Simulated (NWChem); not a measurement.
The numbers come from NWChem runs, not from measurements. System: ethylene glycol (C2H6O2), charge 0, spin multiplicity 1, at a geometry optimised with PBE/def2-SVP. Level: CAM-B3LYP/def2-TZVP.

The NWChem input:

```
start mol
memory heap 200 mb stack 900 mb global 1100 mb
geometry units angstroms nocenter noautoz noautosym
  O      1.345221    -0.525035     0.007332
  C      0.624489     0.679958    -0.242112
  C     -0.825528     0.264648    -0.453669
  O     -1.312698    -0.440491     0.666427
  H      2.197200    -0.292664     0.414687
  H      0.678794     1.373629     0.630671
  H      1.009418     1.223558    -1.140039
  H     -1.457758     1.165726    -0.602559
  H     -0.887231    -0.341215    -1.394295
  H     -0.594371    -1.072460     0.876145
end
basis spherical
  * library def2-tzvp
end
dft
  xc xcamb88 1.00 lyp 0.81 vwn_5 0.19 hfexch 1.00
  cam 0.33 cam_alpha 0.19 cam_beta 0.46
  direct
  iterations 100
end
task dft energy
```

Output (cleaned and shortened):

```
             Northwest Computational Chemistry Package (NWChem) 7.3.0
             --------------------------------------------------------

                                NWChem Input Module
                                -------------------

 Scaling coordinates for geometry "geometry" by  1.889725989
 (inverse scale =  0.529177249)

                             Geometry "geometry" -> ""
                             -------------------------

 Output coordinates in angstroms (scale by  1.889725989 to convert to a.u.)

  No.       Tag          Charge          X              Y              Z
 ---- ---------------- ---------- -------------- -------------- --------------
    1 O                    8.0000     1.34522100    -0.52503500     0.00733200
    2 C                    6.0000     0.62448900     0.67995800    -0.24211200
    3 C                    6.0000    -0.82552800     0.26464800    -0.45366900
    4 O                    8.0000    -1.31269800    -0.44049100     0.66642700
    5 H                    1.0000     2.19720000    -0.29266400     0.41468700
    6 H                    1.0000     0.67879400     1.37362900     0.63067100
    7 H                    1.0000     1.00941800     1.22355800    -1.14003900
    8 H                    1.0000    -1.45775800     1.16572600    -0.60255900
    9 H                    1.0000    -0.88723100    -0.34121500    -1.39429500
   10 H                    1.0000    -0.59437100    -1.07246000     0.87614500

 Effective nuclear repulsion energy (a.u.)     133.4680939608

            Nuclear Dipole moment (a.u.)
            ----------------------------
        X                 Y               Z
 ---------------- ---------------- ----------------
     0.0000037795     0.0000037795    -0.0000075589


 Summary of "ao basis" -> "" (spherical)
 ------------------------------------------------------------------------------
       Tag                 Description            Shells   Functions and Types
 ---------------- ------------------------------  ------  ---------------------
 *                         def2-tzvp                  on all atoms

                                 NWChem DFT Module
                                 -----------------

 Summary of "ao basis" -> "ao basis" (spherical)
 ------------------------------------------------------------------------------
       Tag                 Description            Shells   Functions and Types
 ---------------- ------------------------------  ------  ---------------------
 O                         def2-tzvp                11       31   5s3p2d1f
 C                         def2-tzvp                11       31   5s3p2d1f
 H                         def2-tzvp                 4        6   3s1p

 Summary of "ao basis" -> "ao basis" (spherical)
 ------------------------------------------------------------------------------
       Tag                 Description            Shells   Functions and Types
 ---------------- ------------------------------  ------  ---------------------
 O                         def2-tzvp                11       31   5s3p2d1f
 C                         def2-tzvp                11       31   5s3p2d1f
 H                         def2-tzvp                 4        6   3s1p

  int_init: cando_txs set to always be  F

            General Information
            -------------------
          SCF calculation type: DFT
          Wavefunction type:  closed shell.
          No. of atoms     :    10
          No. of electrons :    34
           Alpha electrons :    17
[...]
 1-e energy   =    -574.673384
 2-e energy   =     211.361765
 HOMO         =      -0.354288
 LUMO         =       0.056992

   convergence    iter        energy       DeltaE   RMS-Dens  Diis-err    time
 ---------------- ----- ----------------- --------- --------- ---------  ------
 d= 0,ls=0.0,diis     1   -230.1694841397 -3.64D+02  5.28D-03  9.85D-01    36.5
 d= 0,ls=0.0,diis     2   -230.1969977506 -2.75D-02  2.49D-03  7.11D-01    71.7
 d= 0,ls=0.0,diis     3   -230.2520500704 -5.51D-02  6.19D-04  6.67D-02   111.6
 d= 0,ls=0.0,diis     4   -230.2572658206 -5.22D-03  1.07D-04  6.73D-04   149.9
 d= 0,ls=0.0,diis     5   -230.2573286250 -6.28D-05  3.90D-05  1.01D-04   189.4
  Resetting Diis
 d= 0,ls=0.0,diis     6   -230.2573400879 -1.15D-05  1.09D-05  3.20D-06   229.8
 d= 0,ls=0.0,diis     7   -230.2573405407 -4.53D-07  2.30D-06  6.73D-08   265.4

         Total DFT energy =     -230.257340540693
      One electron energy =     -578.498755913925
           Coulomb energy =      244.959837440368
    Exchange-Corr. energy =      -30.186516027929
 Nuclear repulsion energy =      133.468093960793

 Numeric. integr. density =       34.000008293950

     Total iterative time =    263.3s

                       DFT Final Molecular Orbital Analysis
                       ------------------------------------

 Vector   15  Occ=2.000000D+00  E=-4.009329D-01
              MO Center= -8.3D-01, -7.2D-03,  1.5D-01, r^2= 2.3D+00
   Bfn.  Coefficient  Atom+Function         Bfn.  Coefficient  Atom+Function
  ----- ------------  ---------------      ----- ------------  ---------------
    99      0.276698   4 O  px              102      0.216598   4 O  px
    68     -0.202504   3 C  px              144      0.159082   8 H  s
   105      0.156975   4 O  px               37      0.153482   2 C  px
    71     -0.141782   3 C  px              101     -0.136185   4 O  pz
   156      0.135469  10 H  s                98     -0.133328   4 O  s

 Vector   16  Occ=2.000000D+00  E=-3.631310D-01
              MO Center=  1.1D+00, -1.9D-02, -1.1D-01, r^2= 1.8D+00
   Bfn.  Coefficient  Atom+Function         Bfn.  Coefficient  Atom+Function
  ----- ------------  ---------------      ----- ------------  ---------------
     8      0.373970   1 O  pz               11      0.304495   1 O  pz
    14      0.265413   1 O  pz              138      0.175045   7 H  s
     6     -0.163795   1 O  px               39     -0.154527   2 C  pz
   132     -0.154244   6 H  s                 9     -0.134084   1 O  px
   139      0.132666   7 H  s                12     -0.128648   1 O  px

 Vector   17  Occ=2.000000D+00  E=-3.385935D-01
              MO Center= -1.0D+00, -2.5D-01,  2.3D-01, r^2= 1.8D+00
   Bfn.  Coefficient  Atom+Function         Bfn.  Coefficient  Atom+Function
  ----- ------------  ---------------      ----- ------------  ---------------
   100      0.288997   4 O  py              101      0.244235   4 O  pz
   103      0.235203   4 O  py              106      0.207492   4 O  py
   104      0.199238   4 O  pz              150      0.172483   9 H  s
    99      0.170050   4 O  px              107      0.168727   4 O  pz
   102      0.139845   4 O  px              151      0.138994   9 H  s

 Vector   18  Occ=0.000000D+00  E= 5.442623D-02
              MO Center=  1.9D+00,  4.9D-02,  4.9D-01, r^2= 4.8D+00
   Bfn.  Coefficient  Atom+Function         Bfn.  Coefficient  Atom+Function
  ----- ------------  ---------------      ----- ------------  ---------------
    36      2.107047   2 C  s               127     -1.368064   5 H  s
   133     -1.091784   6 H  s               139     -0.694535   7 H  s
     5      0.669804   1 O  s               157     -0.416257  10 H  s
   145     -0.361843   8 H  s                12      0.353085   1 O  px
    44      0.304426   2 C  py               35     -0.280051   2 C  s

 Vector   19  Occ=0.000000D+00  E= 9.514576D-02
              MO Center= -7.9D-03,  1.2D+00, -8.6D-01, r^2= 6.1D+00
   Bfn.  Coefficient  Atom+Function         Bfn.  Coefficient  Atom+Function
  ----- ------------  ---------------      ----- ------------  ---------------
    67      2.365507   3 C  s                36      2.192471   2 C  s
   139     -1.773363   7 H  s               145     -1.631614   8 H  s
   151     -1.165801   9 H  s               133     -1.041306   6 H  s
     5     -0.806808   1 O  s                43      0.620980   2 C  px
    98     -0.590246   4 O  s                74     -0.450057   3 C  px

 Vector   20  Occ=0.000000D+00  E= 1.114437D-01
              MO Center= -3.6D-01, -5.7D-01,  7.8D-02, r^2= 6.4D+00
   Bfn.  Coefficient  Atom+Function         Bfn.  Coefficient  Atom+Function
  ----- ------------  ---------------      ----- ------------  ---------------
    67      3.728213   3 C  s                36     -3.163722   2 C  s
   151     -1.850410   9 H  s               157     -1.218780  10 H  s
    74      0.942088   3 C  px              133      0.937976   6 H  s
    98      0.790214   4 O  s                43      0.749633   2 C  px
    76     -0.720177   3 C  pz              127      0.440300   5 H  s

 center of mass
 --------------
 x =  -0.02859747 y =  -0.06200606 z =   0.03662805

 moments of inertia (a.u.)
 ------------------
         125.753831308963          -4.163991055059          33.352708893019
          -4.163991055059         336.520971049668          35.582926497234
          33.352708893019          35.582926497234         353.447678989765

     Multipole analysis of the density
     ---------------------------------

     L   x y z        total         alpha         beta         nuclear
     -   - - -        -----         -----         ----         -------
     0   0 0 0     -0.000000    -17.000000    -17.000000     34.000000

     1   1 0 0      0.930532      0.465264      0.465264      0.000004
     1   0 1 0      0.512790      0.256393      0.256393      0.000004
     1   0 0 1     -0.129943     -0.064968     -0.064968     -0.000008

     2   2 0 0    -18.535139    -88.302633    -88.302633    158.070128
     2   1 1 0      0.148946     -1.671314     -1.671314      3.491575
     2   1 0 1      2.790043      8.173885      8.173885    -13.557727
     2   0 2 0    -18.270550    -32.431041    -32.431041     46.591531
     2   0 1 1     -0.905198     10.088510     10.088510    -21.082219
     2   0 0 2    -18.872120    -27.441721    -27.441721     36.011321

 Task  times  cpu:      265.4s     wall:      265.4s

 Total times  cpu:      265.5s     wall:      265.5s
```
